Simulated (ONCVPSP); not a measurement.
## What one change does to a pseudopotential (nickel, ONCV)

ONCVPSP 4.0.1 input, shortened (lines: element, Z, core and valence counts, functional; n l f; lmax; l rc ep ncon nbas qcut; lloc lpopt rc5 dvloc0; l nproj debl; icmod fcfact rcfact), PBE, scalar-relativistic:

```
  Ni 28.00    4    4        4      upf
    1    0    2.00
    2    0    2.00
    2    1    6.00
    3    0    2.00
    3    1    6.00
    3    2    8.00
    4    0    1.50
    4    1    0.50
    2
    0    1.80    0.00    4    8    3.90
    1    1.60    0.00    4    8    9.80
    2    0.85    0.00    4    9   14.90
    4    1    0.55    4.00
    0    1    3.70
    1    2    3.70
    2    1    1.80
    2    0.55    0.80
```

Change: p: rc 2.32.

Cutoffs: the cutoffs (Ha) at which the residual kinetic energy of the hardest occupied pseudo-wave falls to 1 and 0.1 mHa per electron; they do not see the model core or the augmentation charge, which bear on the density cutoff. Errors are all-electron minus pseudo energies relative to the spin-unpolarised reference configuration.

Problem. How do hardness, ghosts and transferability respond?

Solution. The potential gets neither clearly harder nor softer (101 Ha and 202 Ha → 101 Ha and 202 Ha); both files keep a bound ghost (s); of the 4 tests that both files solve, the error grows in 2 and shrinks in 0 by more than 15 % and 0.3 meV (median size 1.0 → 1.5 meV).

| quantity | base | changed |
| --- | --- | --- |
| cutoff, loose | 101 Ha | 101 Ha |
| cutoff, tight | 202 Ha | 202 Ha |
| loose cutoff by channel | s 5.3 Ha, p 32 Ha, d 101 Ha | s 5.3 Ha, p 23 Ha, d 101 Ha |
| bound ghosts | s | s |
| GHOST(+) flags under 300 eV | none | none |
| error for 3p6 3d8 4s2 4p0, meV [ΔE -2.25 eV] | -1.0 | -1.2 |
| error for 3p6 3d8 4s1 4p0, meV [ΔE 7.07 eV] | -1.1 | -1.8 |
| error for 3p6 3d8 4s0 4p0, meV [ΔE 24.42 eV] | -22 | -34 |
| error for 3p6 3d8 4s1.5 4p0, meV [ΔE 1.46 eV] | +0.1 | +0.1 |
| s: phases at 1.82 bohr within 0.05 rad from the reference energy up to (Ha; the scan ends near 5) | 0.8 | 0.8 |
| d: phases at 0.86 bohr within 0.05 rad from the reference energy up to (Ha; the scan ends near 5) | to the end of the scan | to the end of the scan |
| rms error of d²Exc/dni dnj with the model core, mHa | 1.86 | 1.23 |

 A true bound ghost makes a file unfit for plane-wave use even where its test errors are small: the radial tests pick states by their node count and pass the ghost by.
